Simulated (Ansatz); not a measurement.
A run on ClH4InN2, SMILES `[NH2][In]([NH2])[Cl]` with other settings.

```yaml
crystal:
  periodic: [false, false, false]
  atoms:
    - {symbol: N, position_ang: [-0.187574, 1.836007, -0.264385]}
    - {symbol: In, position_ang: [-0.276269, -0.170710, -0.287267]}
    - {symbol: N, position_ang: [0.733521, -1.498678, 0.831732]}
    - {symbol: Cl, position_ang: [-1.764720, -1.090362, -1.833848]}
    - {symbol: H, position_ang: [-1.002531, 2.296055, -0.645653]}
    - {symbol: H, position_ang: [0.053013, 2.268146, 0.616546]}
    - {symbol: H, position_ang: [1.648994, -1.216491, 1.152590]}
    - {symbol: H, position_ang: [0.795556, -2.423968, 0.430285]}
basis:
  gaussian: {orbitals: ANO-RCC-VTZP}
hamiltonian: {xc: {name: r2SCAN}}
correlation: {method: rpa}
accuracy: high
```

```sh
$ ansatz run in.yaml --threads 4 --pin off --events-out ev --progress --plain --max-ram 10444MiB
```

Output, abridged:

```
Functional definition: r2SCAN
4072 factors; integrals over basis functions are off by at most 4.9e-9 eV
mean field evaluation 1: about -175619.0748 eV, gradient 9.9e1 eV
mean field evaluation 2: about -175619.0789 eV, gradient 9.9e1 eV
mean field evaluation 4: about -175635.0160 eV, gradient 3.3e1 eV
mean field evaluation 8: about -175637.8903 eV, gradient 2.4e-1 eV
mean field evaluation 16: about -175637.8933 eV, gradient 7.2e-4 eV
mean field -175637.89334065 eV, -6454.5735286289 hartree, gradient 8.0e-8 eV, S^2 0.000000; 0 other end points of the search recorded, 0 dependent functions left out
25 core orbitals not correlated: weight in the atoms' cores, before any rotation towards them, 1.000 or more for the frozen orbitals, at most 0.000 for the correlated occupied ones
reference -175527.27458857 eV, -6450.5083644701 hartree; 17, 17 occupied and 176, 176 virtual orbitals, 4072 factors
Total energy: -175569.97438679 eV, -6452.0775531118 hartree
Relativity: scalar
```

Hardware: 4 threads of an Arm Neoverse N1 on a shared host. Wall time 3.2 min, peak host memory 1.7 GiB.
